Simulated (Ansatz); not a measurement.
H7Si3 (SMILES [SiH2][SiH2][SiH3]), doublet, at a GFN2-xTB geometry; CCSD(T)/STO-3G (Ansatz, an electronic-structure program).

Ansatz was given this input:
Ansatz 0.2 input:
```yaml
crystal:
  periodic: [false, false, false]
  atoms:
    - {symbol: Si, position_ang: [1.93979745, 0.47165961, 0.10091883]}
    - {symbol: Si, position_ang: [0.05332804, -0.63234908, -0.54160016]}
    - {symbol: Si, position_ang: [-1.87730055, 0.14500050, 0.46169226]}
    - {symbol: H, position_ang: [3.28672394, 0.02470814, -0.26281169]}
    - {symbol: H, position_ang: [1.98987865, 1.93358010, 0.02028201]}
    - {symbol: H, position_ang: [-0.17751861, -0.71822834, -2.00276084]}
    - {symbol: H, position_ang: [0.27841266, -2.04606664, -0.17893111]}
    - {symbol: H, position_ang: [-2.94853390, -0.85021347, 0.52993420]}
    - {symbol: H, position_ang: [-2.43260727, 1.30498691, -0.23887599]}
    - {symbol: H, position_ang: [-1.61790441, 0.57087873, 1.83901062]}
basis:
  gaussian:
    orbitals: STO-3G
magnetization: {spin_polarized: true, initial_magnetization: 1}
correlation: {method: ccsd_t, electrons: outside_noble_gas}
accuracy: high
```

**Question.** Write the output that Ansatz gives for this input, abridged.

**Answer.** 
```
Functional definition: HF
659 factors; integrals over basis functions are off by at most 2.7e-9 eV
mean field evaluation 1: about -23423.9831 eV, gradient 8.5e0 eV
mean field evaluation 2: about -23423.9905 eV, gradient 8.4e0 eV
mean field evaluation 4: about -23424.8228 eV, gradient 7.9e-1 eV
mean field evaluation 8: about -23424.8388 eV, gradient 1.0e-2 eV
mean field evaluation 16: about -23424.8446 eV, gradient 3.8e-1 eV
mean field evaluation 32: about -23424.8388 eV, gradient 7.3e-7 eV
mean field -23424.83877489 eV, -860.8469470511 hartree, gradient 9.8e-8 eV, S^2 0.757361; 1 other end points of the search recorded, 0 dependent functions left out
15 core orbitals not correlated
reference -23424.83877489 eV, -860.8469470511 hartree; 10, 9 occupied and 9, 10 virtual orbitals, 659 factors
second order -2.90052692 eV of doubles, -0.00000000 eV of singles
cycle   1  -3.77667466 eV  change   -8.8e-1 eV  update   7.8e-2
cycle   2  -4.24600753 eV  change   -4.7e-1 eV  update   3.0e-2
cycle   3  -4.25963772 eV  change   -1.4e-2 eV  update   5.8e-3
cycle   4  -4.26415095 eV  change   -4.5e-3 eV  update   2.4e-3
cycle   5  -4.26463444 eV  change   -4.8e-4 eV  update   8.8e-4
cycle   6  -4.26427504 eV  change    3.6e-4 eV  update   3.4e-4
cycle   7  -4.26443522 eV  change   -1.6e-4 eV  update   1.0e-4
cycle   8  -4.26447685 eV  change   -4.2e-5 eV  update   3.8e-5
cycle   9  -4.26444786 eV  change    2.9e-5 eV  update   1.5e-5
cycle  10  -4.26444948 eV  change   -1.6e-6 eV  update   5.2e-6
cycle  11  -4.26444815 eV  change    1.3e-6 eV  update   1.8e-6
cycle  12  -4.26445030 eV  change   -2.1e-6 eV  update   6.8e-7
cycle  13  -4.26445036 eV  change   -6.0e-8 eV  update   2.9e-7
cycle  14  -4.26445005 eV  change    3.1e-7 eV  update   1.2e-7
cycle  15  -4.26444994 eV  change    1.1e-7 eV  update   4.7e-8
cycle  16  -4.26444990 eV  change    3.3e-8 eV  update   2.6e-8
cycle  17  -4.26444893 eV  change    9.7e-7 eV  update   1.2e-7
cycle  18  -4.26444855 eV  change    3.8e-7 eV  update   3.8e-8
cycle  19  -4.26444850 eV  change    5.2e-8 eV  update   8.8e-9
cycle  20  -4.26444850 eV  change    3.4e-9 eV  update   3.3e-9
cycle  21  -4.26444850 eV  change   -2.1e-9 eV  update   1.6e-9
cycle  22  -4.26444850 eV  change  -6.7e-10 eV  update  6.2e-10
perturbative correction -0.03480093 eV, -0.0012789107 hartree
Total energy: -23429.13802432 eV, -861.0049415537 hartree
```
